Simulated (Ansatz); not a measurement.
```yaml
crystal:
  periodic: [false, false, false]
  atoms:
    - {symbol: C, position_ang: [0.569072, 0.494026, 1.371305]}
    - {symbol: C, position_ang: [0.278007, 0.780787, -0.100722]}
    - {symbol: Si, position_ang: [-0.848752, -0.467175, -0.888984]}
    - {symbol: O, position_ang: [-0.245478, -1.987147, -0.861279]}
    - {symbol: F, position_ang: [-1.086308, -0.007809, -2.404990]}
    - {symbol: H, position_ang: [1.220191, 1.255352, 1.806657]}
    - {symbol: H, position_ang: [1.058538, -0.474086, 1.501029]}
    - {symbol: H, position_ang: [-0.349590, 0.472545, 1.963494]}
    - {symbol: H, position_ang: [1.209139, 0.822070, -0.678654]}
    - {symbol: H, position_ang: [-0.184547, 1.767655, -0.216822]}
    - {symbol: H, position_ang: [-2.169435, -0.564742, -0.231502]}
    - {symbol: H, position_ang: [0.626166, -2.146677, -1.225431]}
basis:
  gaussian: {orbitals: def2-TZVP}
magnetization: {spin_polarized: true, initial_magnetization: 1}
hamiltonian: {xc: {name: B97}}
scf: {lower_state_search: off}
```

```sh
$ ansatz run in.yaml --threads 4 --pin off --events-out ev --progress --plain --max-ram 10444MiB
```

It prints (some lines left out):

```
Error: a molecule whose nuclei and cores have a total charge of 50 cannot have a net charge of 0 together with 1 unpaired electrons
```

What is wrong with this run?

The number of unpaired electrons doesn't fit the electron count. The input was rejected before any iteration.
